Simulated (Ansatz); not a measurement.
One change: `OCOB[SeH]` becomes `BOCO`.

Ansatz, PBE0-D4/def2-TZVP geometries, multiplicity 1. Each molecule was computed in one conformer, which needn't be the lowest.

Scalar relativity is left out up to krypton. Spin–orbit coupling is left out; it splits and shifts lone-pair levels of the heavy atoms by tenths of an eV.

```
                                        property  `OCOB[SeH]`
size of the dipole moment (B3LYP/def2-TZVPP) / D         1.68
              HOMO energy (PBE0/def2-TZVPP) / eV        -7.48
              LUMO energy (PBE0/def2-TZVPP) / eV        -0.34
             HOMO–LUMO gap (PBE/def2-TZVPP) / eV         5.08
           HOMO energy (ωB97M-V/def2-TZVPP) / eV        -9.63
           HOMO–LUMO gap (B3LYP/def2-TZVPP) / eV         6.69
```

Question: What does the change do to each property? (An estimate is asked.)

Answer: Ansatz gave: 
| property | `BOCO` | shift |
| --- | --- | --- |
| size of the dipole moment (B3LYP/def2-TZVPP) / D | 1.46 | -0.22 |
| HOMO energy (PBE0/def2-TZVPP) / eV | -8.66 | -1.18 |
| LUMO energy (PBE0/def2-TZVPP) / eV | -0.46 | -0.12 |
| HOMO–LUMO gap (PBE/def2-TZVPP) / eV | 5.66 | 0.58 |
| HOMO energy (ωB97M-V/def2-TZVPP) / eV | -11.04 | -1.41 |
| HOMO–LUMO gap (B3LYP/def2-TZVPP) / eV | 7.74 | 1.05 |

With PBE0 the HOMO falls by 1.18 eV and the LUMO falls by 0.12 eV, so the gap widens by about 1.06 eV. PBE moves the HOMO by -0.78 eV and ωB97M-V by -1.41 eV. Dipoles are sizes alone; their direction can turn.

B3LYP here is the variant with VWN-RPA as its local correlation; programs differ in this.
